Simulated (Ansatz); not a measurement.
Ideal-gas functions of ClF2H3Si2 (`F[SiH](F)[SiH2]Cl`) at 800 K and 1 bar, from an Ansatz frequency run at PBE0-D4/def2-TZVP.

Molar mass 132.65 g/mol, point group C1 (symmetry number 1), electronic degeneracy 1, moments of inertia 107.259, 424.375, 492.045 u Å². Harmonic wavenumbers (cm⁻¹, unscaled): 33, 80, 175, 202, 318, 426, 502, 552, 680, 770, 816, 834, 885, 935, 948, 2234, 2247, 2257.

Use S(trans) = R[1.5 ln M + 2.5 ln T − 1.1517]; rotational temperatures θ = 24.2544 K / I; S(rot) = R[ln(√π/σ · √(T³/θAθBθC)) + 1.5]; for each mode x = 1.438777 ν̃/T, S = R[x/(eˣ − 1) − ln(1 − e⁻ˣ)] and H = RT x/(eˣ − 1); 1 cm⁻¹ = 0.0119627 kJ/mol; R = 8.31446 J/(mol·K).

Task: By hand: the entropy, in J/(mol·K).

Result: Translation 190.3. Rotation: θ = 0.2261, 0.0572, 0.0493 K, giving 131.2. Vibration, mode by mode: 31.80, 24.44, 17.96, 16.78, 13.07, 10.73, 9.44, 8.71, 7.14, 6.24, 5.83, 5.68, 5.28, 4.91, 4.82, 0.76, 0.75, 0.74, in all 175.1. Electronic 0.0. Sum 496.6 J/(mol·K).

Task: By hand: H − E and G − E in kJ/mol, counted from the electronic energy.

Result: Zero-point energy ½ × 14894 × 0.0119627 = 89.1; thermal vibration 62.6; translation, rotation and pV give 4 RT = 26.6. H − E = 178.3 kJ/mol, and G − E = 178.3 − 800 × 496.6/1000 = -219.0 kJ/mol.

Vibration gives 35 % of the entropy, 56.2 J/(mol·K) of it from the modes under 150 cm⁻¹: soft modes count most, and the harmonic formula is weakest for them. The sum counts one conformer and one mirror image; others add a mixing term.
